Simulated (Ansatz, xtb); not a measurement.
**Relaxing a trial structure of AlBFH3MgO**

The starting geometry of this gas-phase singlet was built from a drawn formula by distance geometry and a force field; its bonds are those of `[BH2][Mg][Al]([OH])[F]`.

```xyz
8

Al    1.1217    0.6148    3.1799
B    -3.3782    1.2955    1.2972
F     1.3594   -0.4193    4.5953
Mg   -1.3017    0.9830    2.1344
O     2.5327    1.4480    2.4629
H    -4.0447    0.3650    1.0808
H    -3.7268    2.4114    1.0805
H     2.9041    0.8250    1.7069
```

**Question.** Where would you expect an optimisation with r2SCAN-D4/def2-SVP to take it?

**Answer.** It keeps its bonds, and is `[BH2][Mg][Al]([OH])[F]`.

The energy falls by 0.65 eV over 13 steps:

```json
{"step": "1", "E − E(last) (eV)": "0.650"}
{"step": "2", "E − E(last) (eV)": "0.323"}
{"step": "4", "E − E(last) (eV)": "0.227"}
{"step": "5", "E − E(last) (eV)": "0.206"}
{"step": "6", "E − E(last) (eV)": "0.127"}
{"step": "8", "E − E(last) (eV)": "0.022"}
{"step": "9", "E − E(last) (eV)": "0.003"}
{"step": "10", "E − E(last) (eV)": "0.001"}
{"step": "12", "E − E(last) (eV)": "0.000"}
{"step": "13", "E − E(last) (eV)": "0.000"}
```

Final geometry (Å):

```tsv
atom	x (Å)	y (Å)	z (Å)
Al	1.1500	0.5411	2.9989
B	-3.5005	1.3215	1.3150
F	1.5150	-0.2989	4.4117
Mg	-1.3729	0.9626	2.0912
O	2.5083	1.1319	2.1379
H	-4.3124	0.4349	1.1313
H	-3.9449	2.4197	1.0400
H	3.4238	1.0106	2.4119
```

From the same start GFN2-xTB ends elsewhere, differing in Mg4–O5 (1.98 against 3.89 Å here).

No frequencies were run, so the end isn't proven a minimum. Run with Ansatz 0.2.0, 59 s on 1 thread of Arm Neoverse V2 (shared host).
